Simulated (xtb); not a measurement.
xtb input (GFN2-xTB):

```bash
xtb mol.xyz --gfn 2 --sp --chrg 0 --uhf 0
```
mol.xyz:
```
17

C     -1.28869115    -1.21022987    -2.15036105
Si    -1.27523789    -0.28456783    -0.51617551
C     -1.64516375    -1.43767383     0.91660385
C     -2.47137283     1.16321643    -0.54557286
Si     0.88498488     0.55132593    -0.16067258
Cl     2.22241263    -1.03717789    -0.09068317
Cl     0.93617405     1.53926442     1.66642456
H     -0.55664050    -2.01973448    -2.14799843
H     -1.05764975    -0.54874951    -2.98760969
H     -2.27388885    -1.64738268    -2.33206479
H     -0.92694165    -2.25845296     0.95471689
H     -2.64515945    -1.86662365     0.81427479
H     -1.60037074    -0.90647686     1.86885560
H     -3.49694125     0.80707686    -0.67249203
H     -2.25184941     1.84776409    -1.36723489
H     -2.42467406     1.72901091     0.38657854
H      1.43305058     1.50160746    -1.15277596
```

End of the output:

```
         :::::::::::::::::::::::::::::::::::::::::::::::::::::
         ::                     SUMMARY                     ::
         :::::::::::::::::::::::::::::::::::::::::::::::::::::
         :: total energy             -24.147904675876 Eh    ::
         :: gradient norm              0.036165402030 Eh/a0 ::
         :: HOMO-LUMO gap              4.396470136440 eV    ::
         ::.................................................::
         :: SCC energy               -24.362052076135 Eh    ::
         :: -> isotropic ES            0.042651806986 Eh    ::
         :: -> anisotropic ES          0.000223016681 Eh    ::
         :: -> anisotropic XC          0.008164165426 Eh    ::
         :: -> dispersion             -0.014505221811 Eh    ::
         :: repulsion energy           0.214147400258 Eh    ::
         :: add. restraining           0.000000000000 Eh    ::
         :: total charge              -0.000000000000 e     ::
         :::::::::::::::::::::::::::::::::::::::::::::::::::::

           -------------------------------------------------
          |                Property Printout                |
           -------------------------------------------------

    * Orbital Energies and Occupations

         #    Occupation            Energy/Eh            Energy/eV
      -------------------------------------------------------------
         1        2.0000           -1.0562173             -28.7411
       ...           ...                  ...                  ...
        10        2.0000           -0.4770052             -12.9800
        11        2.0000           -0.4723966             -12.8546
        12        2.0000           -0.4707633             -12.8101
        13        2.0000           -0.4673489             -12.7172
        14        2.0000           -0.4613914             -12.5551
        15        2.0000           -0.4601822             -12.5222
        16        2.0000           -0.4398301             -11.9684
        17        2.0000           -0.4302772             -11.7084
        18        2.0000           -0.4267770             -11.6132
        19        2.0000           -0.4237495             -11.5308
        20        2.0000           -0.4125806             -11.2269
        21        2.0000           -0.4122011             -11.2166
        22        2.0000           -0.3733959             -10.1606 (HOMO)
        23                         -0.2118286              -5.7641 (LUMO)
        24                         -0.2064702              -5.6183
        25                         -0.1682148              -4.5774
        26                         -0.1402465              -3.8163
        27                         -0.1323590              -3.6017
        28                         -0.1218738              -3.3164
        29                         -0.0565791              -1.5396
        30                         -0.0550775              -1.4987
        31                         -0.0199062              -0.5417
        32                         -0.0051560              -0.1403
        33                          0.0054945               0.1495
       ...                                ...                  ...
        58                          0.8191695              22.2907
      -------------------------------------------------------------
                  HL-Gap            0.1615673 Eh            4.3965 eV
             Fermi-level           -0.2926122 Eh           -7.9624 eV

     #   Z          covCN         q      C6AA      α(0)
     1   6 C        3.651    -0.215    25.135     7.201
     2  14 Si       3.566     0.423   100.626    19.302
     3   6 C        3.651    -0.210    25.041     7.187
     4   6 C        3.651    -0.215    25.136     7.201
     5  14 Si       3.448     0.468   103.967    19.876
     6  17 Cl       0.803    -0.282   108.026    15.900
     7  17 Cl       0.803    -0.282   108.026    15.900
     8   1 H        0.924     0.040     2.455     2.450
     9   1 H        0.924     0.035     2.517     2.481
    10   1 H        0.924     0.041     2.440     2.443
    11   1 H        0.924     0.044     2.391     2.418
    12   1 H        0.924     0.044     2.402     2.424
    13   1 H        0.924     0.044     2.391     2.418
    14   1 H        0.924     0.041     2.440     2.443
    15   1 H        0.924     0.035     2.517     2.481
    16   1 H        0.924     0.040     2.455     2.450
    17   1 H        0.914    -0.051     4.120     3.175

 Mol. C6AA /au·bohr⁶  :       5134.525086
 Mol. C8AA /au·bohr⁸  :     192397.902380
 Mol. α(0) /au        :        117.749701

Wiberg/Mayer (AO) data.
largest (>0.10) Wiberg bond orders for each atom

 ---------------------------------------------------------------------------
     #   Z sym  total        # sym  WBO       # sym  WBO       # sym  WBO
 ---------------------------------------------------------------------------
     1   6 C    3.980 --     8 H    0.986     9 H    0.985    10 H    0.985
                             2 Si   0.916
     2  14 Si   3.698 --     3 C    0.924     1 C    0.916     4 C    0.916
                             5 Si   0.753
     3   6 C    3.983 --    13 H    0.982    11 H    0.982    12 H    0.980
                             2 Si   0.924
     4   6 C    3.980 --    16 H    0.986    15 H    0.985    14 H    0.985
                             2 Si   0.916
     5  14 Si   3.848 --     7 Cl   1.054     6 Cl   1.054    17 H    0.879
                             2 Si   0.753
     6  17 Cl   1.159 --     5 Si   1.054
     7  17 Cl   1.159 --     5 Si   1.054
     8   1 H    0.998 --     1 C    0.986
     9   1 H    0.999 --     1 C    0.985
    10   1 H    0.998 --     1 C    0.985
    11   1 H    0.998 --     3 C    0.982
    12   1 H    0.998 --     3 C    0.980
    13   1 H    0.998 --     3 C    0.982
    14   1 H    0.998 --     4 C    0.985
    15   1 H    0.999 --     4 C    0.985
    16   1 H    0.998 --     4 C    0.986
    17   1 H    0.997 --     5 Si   0.879
 ---------------------------------------------------------------------------
Note: The following floating-point exceptions are signalling: IEEE_UNDERFLOW_FLAG IEEE_DENORMAL
normal termination of xtb

Topologies differ in total number of bonds
Writing topology from bond orders to xtbtopo.mol

molecular dipole:
                 x           y           z       tot (Debye)
 q only:       -1.192       0.019      -0.900
   full:       -1.023      -0.024      -0.714       3.171
molecular quadrupole (traceless):
                xx          xy          yy          xz          yz          zz
 q only:       -1.218       2.486       0.456      -2.034      -3.865       0.761
  q+dip:       -0.072       3.164      -0.245      -1.364      -3.998       0.316
   full:        0.035       2.556      -0.367      -0.864      -3.323       0.332

           -------------------------------------------------
          | TOTAL ENERGY              -24.147904675876 Eh   |
          | GRADIENT NORM               0.036165402030 Eh/α |
          | HOMO-LUMO GAP               4.396470136440 eV   |
           -------------------------------------------------

------------------------------------------------------------------------
------------------------------------------------------------------------
 total:
 SCF:
```
